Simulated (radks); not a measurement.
These are the eigenvalues of the occupied orbitals of an atom or ion with whole-number occupations (hartree). Method: Dirac Kohn-Sham, LB94 model potential, spin-unpolarised, spherical densities, finite nucleus; Fermi nuclear charge, rms radius of each element as measured or else 0.836 A^(1/3) + 0.57 fm; computed with a radial shooting solver on a logarithmic mesh with Libxc functionals.

1s1/2: -1669.419
2s1/2: -280.2658
2p1/2: -266.2096
2p3/2: -245.4323
3s1/2: -69.38322
3p1/2: -63.28497
3p3/2: -59.11720
3d3/2: -48.44824
3d5/2: -47.54237
4s1/2: -21.37980
4p1/2: -19.03973
4p3/2: -18.07396
4d3/2: -14.17779
4d5/2: -13.99470
5s1/2: -9.44561

Which element is it, and in what charge state? The configuration may be excited. Open shells, if any, fill j = l - 1/2 first.

Answer. Z = 61, promethium, charge +13: Pm13+ in [Kr] 4d10 5s2. The list shows which subshells hold electrons but not how many an open one holds; the 1s level, -1669.4 hartree, gives Z - s = 57.8 by -(Z - s)^2/2, which with screening and relativity narrows Z to a few neighbours, and the depths of the outer levels then fix element, charge and occupations together.
